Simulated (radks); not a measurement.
The numbers below are computed, except where a source is named.
Removal energies from the manganese ion Mn10+, [Ne] 3s2 3p3, by Delta-SCF beside the eigenvalue of the level emptied. Code: a radial shooting solver on a logarithmic mesh with Libxc functionals. Model: scalar-relativistic Kohn-Sham, BLYP, spin-polarised, spherical densities, finite nucleus; Fermi nuclear charge, rms radius of each element as measured or else 0.836 A^(1/3) + 0.57 fm. Open shells are filled with parallel spins first.

\begin{tabular}{lrrr}
removed from & final configuration & Delta-SCF (eV) & -eigenvalue (eV) \\ \hline
3p & [Ne] 3s2 3p2 & 284.21 & 269.79 \\
3s & [Ne] 3s1 3p3 & 307.89 & 294.75 \\
2p & [He] 2s2 2p5 3s2 3p3 & 923.41 & 883.93 \\
2s & [He] 2s1 2p6 3s2 3p3 & 1031.3 & 996.60 \\
\end{tabular}
